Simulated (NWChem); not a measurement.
All runs are NWChem calculations. System: C2H7ClOSi, charge 0, spin multiplicity 1, at a geometry optimised with PBE0/def2-SVP. The structure started from a generated list of species. Level: MP2/def2-SVP, 13 core orbitals frozen.

Input file:

```
start mol
memory heap 200 mb stack 800 mb global 1000 mb
geometry units angstroms nocenter noautoz noautosym
  C      2.621111     0.464036     0.258987
  C      1.428605    -0.062086    -0.537797
  Si    -0.161467    -0.116489     0.444275
  O     -0.595223     1.365978     1.048553
  Cl    -1.649217    -0.825401    -0.825961
  H      3.532563     0.509006    -0.356854
  H      2.429900     1.476857     0.646342
  H      2.844237    -0.177381     1.126451
  H      1.620476    -1.081423    -0.916203
  H      1.248737     0.555334    -1.435844
  H     -0.083942    -1.011572     1.624670
  H     -0.831251     2.052313     0.417350
end
basis spherical
  * library def2-svp
end
scf
  rhf
  nopen 0
  maxiter 100
  thresh 1e-7
  semidirect memsize 60000000 filesize 0
end
mp2
  freeze core 13
end
task mp2 energy
```

Part of the output:

```
             Northwest Computational Chemistry Package (NWChem) 7.3.0
             --------------------------------------------------------

                                NWChem Input Module
                                -------------------

 Scaling coordinates for geometry "geometry" by  1.889725989
 (inverse scale =  0.529177249)

                             Geometry "geometry" -> ""
                             -------------------------

 Output coordinates in angstroms (scale by  1.889725989 to convert to a.u.)

  No.       Tag          Charge          X              Y              Z
 ---- ---------------- ---------- -------------- -------------- --------------
    1 C                    6.0000     2.62111100     0.46403600     0.25898700
    2 C                    6.0000     1.42860500    -0.06208600    -0.53779700
    3 Si                  14.0000    -0.16146700    -0.11648900     0.44427500
    4 O                    8.0000    -0.59522300     1.36597800     1.04855300
    5 Cl                  17.0000    -1.64921700    -0.82540100    -0.82596100
    6 H                    1.0000     3.53256300     0.50900600    -0.35685400
    7 H                    1.0000     2.42990000     1.47685700     0.64634200
    8 H                    1.0000     2.84423700    -0.17738100     1.12645100
    9 H                    1.0000     1.62047600    -1.08142300    -0.91620300
   10 H                    1.0000     1.24873700     0.55533400    -1.43584400
   11 H                    1.0000    -0.08394200    -1.01157200     1.62467000
   12 H                    1.0000    -0.83125100     2.05231300     0.41735000

 Effective nuclear repulsion energy (a.u.)     295.5735006909

            Nuclear Dipole moment (a.u.)
            ----------------------------
        X                 Y               Z
 ---------------- ---------------- ----------------
     0.0000094486    -0.0000094486    -0.0000207870


 Summary of "ao basis" -> "" (spherical)
 ------------------------------------------------------------------------------
       Tag                 Description            Shells   Functions and Types
 ---------------- ------------------------------  ------  ---------------------
 *                          def2-svp                  on all atoms

 Summary of "ao basis" -> "ao basis" (spherical)
 ------------------------------------------------------------------------------
       Tag                 Description            Shells   Functions and Types
 ---------------- ------------------------------  ------  ---------------------
 C                          def2-svp                 6       14   3s2p1d
 Si                         def2-svp                 8       18   4s3p1d
 O                          def2-svp                 6       14   3s2p1d
 Cl                         def2-svp                 8       18   4s3p1d
 H                          def2-svp                 3        5   2s1p

                                 NWChem SCF Module
                                 -----------------

  ao basis        = "ao basis"
  functions       =   113
  atoms           =    12
  closed shells   =    29
  open shells     =     0
  charge          =   0.00
  wavefunction    = RHF
  use symmetry    = F
  symmetry adapt  = F

 Summary of "ao basis" -> "ao basis" (spherical)
 ------------------------------------------------------------------------------
       Tag                 Description            Shells   Functions and Types
 ---------------- ------------------------------  ------  ---------------------
[...]
   Bfn.  Coefficient  Atom+Function         Bfn.  Coefficient  Atom+Function
  ----- ------------  ---------------      ----- ------------  ---------------
     3      1.475408   1 C  s                90     -0.874289   8 H  s
    17      0.813916   2 C  s                80     -0.776813   6 H  s
    39     -0.702002   3 Si px              110      0.698079  12 H  s
    49     -0.674236   4 O  s                95     -0.412346   9 H  s
   100     -0.412251  10 H  s                21     -0.305672   2 C  px

 Vector   32  Occ=0.000000D+00  E= 1.956034D-01
              MO Center=  5.1D-01, -5.0D-01, -2.7D-01, r^2= 5.5D+00
   Bfn.  Coefficient  Atom+Function         Bfn.  Coefficient  Atom+Function
  ----- ------------  ---------------      ----- ------------  ---------------
    17      2.074082   2 C  s                32     -1.007899   3 Si s
   100     -0.923523  10 H  s                 3     -0.868304   1 C  s
    40      0.828497   3 Si py               95     -0.774861   9 H  s
    41      0.745349   3 Si pz               64      0.569074   5 Cl s
    80      0.498607   6 H  s                71      0.429814   5 Cl px

 center of mass
 --------------
 x =  -0.21075774 y =  -0.05341137 z =  -0.03286711

 moments of inertia (a.u.)
 ------------------
         445.102472578658        -180.435347965722        -121.803327518037
        -180.435347965722        1062.284241170877        -168.089251531066
        -121.803327518037        -168.089251531066        1087.471629511299

  Mulliken analysis of the total density
  --------------------------------------

    Atom       Charge   Shell Charges
 -----------   ------   -------------------------------------------------------
    1 C    6     6.06   1.99  0.85  0.23  2.03  0.92  0.04
    2 C    6     6.42   1.99  0.86  0.36  2.06  1.13  0.03
    3 Si  14    12.91   2.00  1.99  0.92 -0.04  5.94  1.12  0.57  0.41
    4 O    8     8.56   1.99  1.04  0.70  2.86  1.95  0.01
    5 Cl  17    17.39   2.00  1.99  1.19  0.77  5.94  2.10  3.37  0.02
    6 H    1     0.95   0.75  0.18  0.02
    7 H    1     0.96   0.75  0.18  0.02
    8 H    1     0.96   0.75  0.18  0.02
    9 H    1     0.93   0.74  0.16  0.03
   10 H    1     0.94   0.74  0.17  0.03
   11 H    1     1.15   0.75  0.38  0.01
   12 H    1     0.78   0.66  0.05  0.07

       Multipole analysis of the density wrt the origin
       ------------------------------------------------

     L   x y z        total         open         nuclear
     -   - - -        -----         ----         -------
     0   0 0 0     -0.000000      0.000000     58.000000

     1   1 0 0      0.673187      0.000000      0.000009
     1   0 1 0      0.411207      0.000000     -0.000009
     1   0 0 1     -0.317055      0.000000     -0.000021

     2   2 0 0    -35.124450      0.000000    479.455133
     2   1 1 0     -1.749693      0.000000     92.376566
     2   1 0 1     -0.159809      0.000000     58.479703
     2   0 2 0    -32.292856      0.000000    132.839732
     2   0 1 1     -2.396086      0.000000     82.936543
     2   0 0 2    -36.477097      0.000000    117.213870

                   NWChem MP2 Semi-direct Energy/Gradient Module
                   ---------------------------------------------

  Basis functions       =    113
  Molecular orbitals    =    113
  Frozen core           =     13
  Frozen virtuals       =      0
  Active alpha occupied =     16
  Active beta occupied  =     16
  Active alpha virtual  =     84
  Active beta virtual   =     84
  Use MO symmetry       = F
  Use skeleton AO sym   = F

  AO/Fock/Back tols     =   1.0D-09  1.0D-09  1.0D-09

 GA uses MA = F    GA memory limited = T

 Available:
  local mem=  1.15D+08
 global mem=  1.31D+08
 local disk=  0.00D+00
  mp2_memr nvloc                    84
  nvloc new                    84
   1 passes of  16:        3145728                      60320                  27425797.
   1 passes of  16: M    114683530           G      131046462           F     111537802.

 Semi-direct pass number   1 of   1  for RHF alpha+beta  at        6.3s
  vrange nnbf                  5997
  mp2_eaftype                   104  avail_ma_in_mb                   999
 EAF : mp2_eaftype filesize         104   13712899.
  mp2_eaf for mointskh                    104
Node 0 wrote     64.5 Mb in      0.0 s     Agg I/O rate:  1852.2 Mb/s
 Done moints_semi at       11.6s
  mp2_eaftype                   104  avail_ma_in_mb                   895
 EAF : mp2_eaftype filesize         104   13712899.
  mp2_eaf for kh                   104
 Done maket at       12.0s
 Done multipass loop at       12.0s

          -------------------------------------------
          SCF energy                -902.865082079420
          Correlation energy          -0.704907427837
          Singlet pairs               -0.450193266695
          Triplet pairs               -0.254714161142
          Total MP2 energy          -903.569989507257
          -------------------------------------------

          ---------------------------------------------------
                    Spin Component Scaled (SCS) MP2
          Same spin pairs                     -0.169809440761
          Same spin scaling factor             0.333333333333
          Opposite spin pairs                 -0.535097987076
          Opposite spin scaling fact.          1.200000000000
          SCS-MP2 correlation energy          -0.698720731411
          Total SCS-MP2 energy              -903.563802810831
          ---------------------------------------------------

 -----------------------
 Performance information
 -----------------------

 Timer overhead =  2.10D-07 seconds/call

               Nr. of calls         CPU time (s)                 Wall time (s)                GFlops
             ---------------    -------------------     ------------------------------   -------------------
Name         Min   Avg   Max    Min     Avg     Max     Min     Avg     Max   Mx/calls   Min     Max     Sum
mp2: moin     1     1     1    5.3     5.3     5.3      5.3     5.3     5.3     5.3      0.0     0.0     0.0
mp2: make     1     1     1   0.42    0.42    0.42     0.42    0.42    0.42    0.42      0.0     0.0     0.0
mp2: tota     1     1     1    5.7     5.7     5.7      5.7     5.7     5.7     5.7      0.0     0.0     0.0

 The average no. of pstat calls per process was 3.00D+00
 with a timing overhead of 6.30D-07s

 Task  times  cpu:       12.0s     wall:       12.0s

 Total times  cpu:       12.0s     wall:       12.0s
```
